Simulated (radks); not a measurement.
Results of a calculation; reference values are marked as such.
Pd0.2+, 45.8 electrons, occupied as [Kr] 4d9.8 (fractional occupations, a model configuration).

Level of theory: Dirac Kohn-Sham, PBE, spin-unpolarised, spherical densities, point nucleus; open shells are shared between the two j in proportion to 2j + 1 (a radial shooting solver on a logarithmic mesh with Libxc functionals).

Energy parts (eV):
total: -137333.259
kinetic: 143447.247
electron-nucleus: -332816.092
Hartree: 55959.062
exchange-correlation: -3923.477

Orbitals (lengths in bohr, moments of r in powers of bohr):
| orbital | occ. | eigenvalue (eV) | <r> | small-component weight |
|---|---|---|---|---|
| 1s1/2 | 2 | -24154.72 | 0.03185 | 2.83e-02 |
| 2s1/2 | 2 | -3527.405 | 0.1380 | 5.91e-03 |
| 2p1/2 | 2 | -3271.927 | 0.1171 | 5.92e-03 |
| 2p3/2 | 4 | -3112.524 | 0.1221 | 5.69e-03 |
| 3s1/2 | 2 | -637.5970 | 0.3790 | 1.65e-03 |
| 3p1/2 | 2 | -536.7811 | 0.3712 | 1.59e-03 |
| 3p3/2 | 4 | -508.9981 | 0.3820 | 1.53e-03 |
| 3d3/2 | 4 | -330.5478 | 0.3556 | 1.42e-03 |
| 3d5/2 | 6 | -325.0086 | 0.3591 | 1.40e-03 |
| 4s1/2 | 2 | -87.3032 | 0.9468 | 4.07e-04 |
| 4p1/2 | 2 | -56.2354 | 1.022 | 3.50e-04 |
| 4p3/2 | 4 | -51.8064 | 1.054 | 3.32e-04 |
| 4d3/2 | 3.92 | -6.2156 | 1.540 | 1.77e-04 |
| 4d5/2 | 5.88 | -5.7721 | 1.572 | 1.71e-04 |

The highest occupied level is 4d5/2 at -5.772 eV. The density falls to 0.001 e/bohr^3 at r = 3.99 bohr.
